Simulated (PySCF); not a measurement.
Fractional electron number in Hg⁺ (mercury, charge +1)

The 6s alpha orbital of [Xe] 4f14 5d10 6s1 is emptied in steps (occupation f), with all orbitals relaxed, ending at [Xe] 4f14 5d10. Calculation: PySCF 2.14, in def2-SVP with the def2 core potential (60 electrons) (6s3p2d1f, 32 functions); scalar relativity through the core potential. The exact energy is a straight line in f; departures are measured from the line between the end points of the same method.

| f | UHF (eV) | LDA (eV) | PBE (eV) | PBE0 (eV) | r2SCAN (eV) | LC-wPBE (eV) | BHandHLYP (eV) | wB97X (eV) | CAM-B3LYP (eV) | TPSS (eV) |
| --- | --- | --- | --- | --- | --- | --- | --- | --- | --- | --- |
| 1 | 0.000 | 0.000 | 0.000 | 0.000 | 0.000 | 0.000 | 0.000 | 0.000 | 0.000 | 0.000 |
| 0.9 | 0.023 | -0.374 | -0.368 | -0.267 | -0.332 | -0.028 | -0.178 | -0.060 | -0.159 | -0.356 |
| 0.7 | 0.053 | -0.875 | -0.863 | -0.624 | -0.779 | -0.066 | -0.417 | -0.138 | -0.372 | -0.833 |
| 0.5 | 0.063 | -1.043 | -1.031 | -0.744 | -0.931 | -0.078 | -0.498 | -0.162 | -0.445 | -0.995 |
| 0.3 | 0.052 | -0.878 | -0.869 | -0.626 | -0.783 | -0.066 | -0.420 | -0.134 | -0.375 | -0.839 |
| 0.1 | 0.022 | -0.377 | -0.374 | -0.269 | -0.336 | -0.029 | -0.181 | -0.056 | -0.161 | -0.361 |
| 0 | 0.000 | 0.000 | 0.000 | 0.000 | 0.000 | 0.000 | 0.000 | 0.000 | 0.000 | 0.000 |

| method | E(f=0) − E(f=1) (eV) | −ε at f=1 (eV) | −ε at f=0.5 (eV) |
| --- | --- | --- | --- |
| UHF | 17.160 | 17.421 | 17.155 |
| LDA | 19.616 | 15.465 | 19.607 |
| PBE | 19.167 | 15.081 | 19.149 |
| PBE0 | 18.838 | 15.877 | 18.830 |
| r2SCAN | 19.068 | 15.385 | 19.059 |
| LC-wPBE | 18.566 | 18.245 | 18.566 |
| BHandHLYP | 18.546 | 16.567 | 18.538 |
| wB97X | 18.404 | 17.739 | 18.417 |
| CAM-B3LYP | 18.931 | 17.165 | 18.924 |
| TPSS | 18.928 | 14.979 | 18.910 |

Orbital energy along the path (eV):

| f | UHF | LDA | PBE | PBE0 | r2SCAN | LC-wPBE | BHandHLYP | wB97X | CAM-B3LYP | TPSS |
| --- | --- | --- | --- | --- | --- | --- | --- | --- | --- | --- |
| 1 | -17.421 | -15.465 | -15.081 | -15.877 | -15.385 | -18.245 | -16.567 | -17.739 | -17.165 | -14.979 |
| 0.9 | -17.365 | -16.286 | -15.885 | -16.464 | -16.106 | -18.312 | -16.958 | -17.876 | -17.514 | -15.759 |
| 0.7 | -17.258 | -17.940 | -17.508 | -17.644 | -17.566 | -18.441 | -17.745 | -18.150 | -18.216 | -17.329 |
| 0.5 | -17.155 | -19.607 | -19.149 | -18.830 | -19.059 | -18.566 | -18.538 | -18.417 | -18.924 | -18.910 |
| 0.3 | -17.057 | -21.283 | -20.807 | -20.024 | -20.555 | -18.689 | -19.338 | -18.671 | -19.638 | -20.507 |
| 0.1 | -16.964 | -22.962 | -22.482 | -21.226 | -22.053 | -18.818 | -20.149 | -18.908 | -20.361 | -22.130 |
| 0 | -16.919 | -23.800 | -23.325 | -21.827 | -22.806 | -18.886 | -20.562 | -19.023 | -20.728 | -22.955 |

Reference removal energy between the ground levels: 18.757 eV (measured; NIST Atomic Spectra Database, ionization energies). UHF lacks correlation.
